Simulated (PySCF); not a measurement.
Partial charges of `C/C(=C\C#N)CCF`

Species: C6H8FN.
Structure used (GFN2-xTB), in Å, numbered top down from 1:
```xyz
16
C6H8FN angstrom
C     -0.969   -1.346    0.223
C     -0.379   -0.070   -0.280
C     -1.065    1.077   -0.335
C     -2.405    1.195    0.073
N     -3.501    1.306    0.398
C      1.064   -0.118   -0.702
C      1.989    0.234    0.464
F      1.815    1.545    0.830
H     -1.007   -2.079   -0.583
H     -0.351   -1.764    1.018
H     -1.976   -1.190    0.602
H     -0.612    1.990   -0.697
H      1.249    0.594   -1.508
H      1.323   -1.120   -1.046
H      1.777   -0.371    1.351
H      3.041    0.126    0.179
```

Density: PBE0/pcSseg-1 (PySCF); schemes: Mulliken, IAO, Hirshfeld and ESP-fitted. The structure is a single GFN2-xTB conformer in the gas phase; no vibrational or solvent corrections.

Problem. Atoms with like bonding are taken together and averaged. For which atoms does the sign change between the 4 schemes (beyond +0.03 e in one, beyond −0.03 e in another)?

Solution. C2.

Problem. At which atom do the 4 schemes differ most?

Solution. At C2: from -0.389 (Mulliken) to +0.430 e (ESP-fitted), 0.819 e apart.

Problem. Tabulate the Mulliken, IAO, Hirshfeld and ESP-fitted charges.

Solution. In e; atoms taken as equivalent share a row and are averaged (×n: the atom named and its like, n in all):

| atom | environment | Mulliken | IAO | Hirshfeld | ESP-fitted |
| --- | --- | --- | --- | --- | --- |
| C1 | allylic carbon | -0.139 | -0.431 | -0.111 | -0.522 |
| C2 | fully substituted alkene carbon | -0.389 | +0.078 | +0.047 | +0.430 |
| C3 | alkene CH carbon | 0.000 | -0.226 | -0.049 | -0.696 |
| C4 | nitrile carbon | +0.082 | +0.138 | +0.075 | +0.593 |
| N5 | nitrile nitrogen | -0.254 | -0.253 | -0.228 | -0.526 |
| C6 | allylic carbon | -0.194 | -0.284 | -0.071 | -0.296 |
| C7 | sp3 C–F carbon | +0.183 | +0.052 | +0.032 | +0.247 |
| F8 | alkyl fluorine | -0.333 | -0.326 | -0.116 | -0.258 |
| H9/H10/H11 | methyl hydrogen | +0.139 | +0.160 | +0.052 | +0.158 |
| H12 | vinylic hydrogen | +0.126 | +0.181 | +0.063 | +0.277 |
| H13/H14 | methylene hydrogen | +0.137 | +0.154 | +0.053 | +0.105 |
| H15/H16 | methylene hydrogen | +0.112 | +0.141 | +0.048 | +0.033 |

Mean size of the charges over all atoms: ESP-fitted 0.287 e, IAO 0.190 e, Mulliken 0.163 e, Hirshfeld 0.072 e. Each set sums to the total charge, 0, to within 0.001 e. The Hirshfeld scheme weights the molecular density at each point by an atom's share of the summed free-atom densities.

Problem. Sum the charges by element, for elements with more than one atom.

Solution. 
```json
{"element": "C", "atoms": "6", "Mulliken": "-0.456", "IAO": "-0.673", "Hirshfeld": "-0.078", "ESP-fitted": "-0.245"}
{"element": "H", "atoms": "8", "Mulliken": "+1.043", "IAO": "+1.252", "Hirshfeld": "+0.421", "ESP-fitted": "+1.029"}
```

Problem. How closely do the schemes follow one another over all atoms?

Solution. Correlation coefficient and root-mean-square difference: IAO with Hirshfeld 0.89, 0.140 e; IAO with ESP-fitted 0.83, 0.211 e; Hirshfeld with ESP-fitted 0.82, 0.284 e; Mulliken with IAO 0.70, 0.156 e; Mulliken with Hirshfeld 0.68, 0.143 e; Mulliken with ESP-fitted 0.39, 0.325 e.
